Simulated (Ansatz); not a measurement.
Z-matrix (Å, degrees):
```
Si
C 1 1.849
Br 1 2.225 2 109.5
Si 1 2.335 2 114.8 3 121.6
Br 1 2.229 2 107.9 3 -118.8
C 2 1.329 1 124.9 3 -7.8
H 2 1.089 1 116.0 3 173.4
H 4 1.485 1 108.9 2 176.5
H 4 1.487 1 109.1 2 56.6
H 4 1.486 1 109.4 2 -63.2
H 6 1.086 2 121.7 1 1.7
H 6 1.086 2 121.7 1 -178.7
```

Total charge 0; spin multiplicity 1.

Question: List the ωB97M-V/def2-TZVPP orbital energies in eV (the Gaussian-basis code of Ansatz). (Best estimate.)

Answer: The calculation gave: Occupied: -13156.88, -13156.79, -1808.79, -1807.14, -1709.21, -1709.12, -1537.40, -1537.35, -1537.35, -1537.31, -1537.26, -1537.26, -282.18, -281.85, -242.06, -241.97, -181.73, -181.64, -181.55, -181.55, -181.47, -181.46, -149.70, -148.26, -103.86, -103.82, -103.74, -102.37, -102.36, -102.36, -75.11, -75.05, -75.05, -75.02, -74.97, -74.96, -74.91, -74.91, -74.82, -74.82, -25.16, -24.46, -24.27, -19.62, -18.34, -16.74, -15.58, -14.44, -13.04, -12.63, -12.46, -12.29, -12.01, -11.22, -10.99, -10.67, -10.50, -9.89. Lowest empty: 0.65, 1.39, 1.60, 2.48, 2.60, 3.03, 3.19, 3.43.
